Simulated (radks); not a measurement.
The numbers below are computed, except where a source is named.
Trend from Zr2+ to Cd2+: ionisation energy by Delta-SCF between NIST ground configurations, and size. Code: a radial shooting solver on a logarithmic mesh with Libxc functionals. Model: Dirac Kohn-Sham, PBEsol, spin-unpolarised, spherical densities, point nucleus; open shells are shared between the two j in proportion to 2j + 1.

species  configuration  IE (eV)  NIST (eV)       kind  outermost  <r> outermost (bohr)
Zr2+          [Kr] 4d2   22.582     23.170  semi-emp.      4d5/2                  2.01
Nb2+          [Kr] 4d3   24.694     25.040  semi-emp.      4d5/2                  1.86
Mo2+          [Kr] 4d4   26.722       27.1  semi-emp.      4d5/2                  1.73
Tc2+          [Kr] 4d5   28.688     29.550  semi-emp.      4d5/2                  1.62
Ru2+          [Kr] 4d6   30.607     28.470  semi-emp.      4d5/2                  1.53
Rh2+          [Kr] 4d7   32.490     31.060  semi-emp.      4d5/2                  1.45
Pd2+          [Kr] 4d8   34.346     32.930  semi-emp.      4d5/2                  1.38
Ag2+          [Kr] 4d9   36.180       34.8  semi-emp.      4d5/2                  1.32
Cd2+         [Kr] 4d10   37.996      37.47       exp.      4d5/2                  1.26

Reference values: NIST Atomic Spectra Database (exp. = measured, semi-emp. = semi-empirical, theory = theoretical value adopted there). Spin polarisation and multiplet splitting are left out, so open shells lie too high by an amount that depends on their filling. Sharing an open shell by 2j + 1 raises it above the true ground level by a part of the spin-orbit splitting, which enters the differences from NIST.

Beside tabulated values, note that spin-unpolarised runs miss the spin-polarisation part of the exchange energy of open shells.
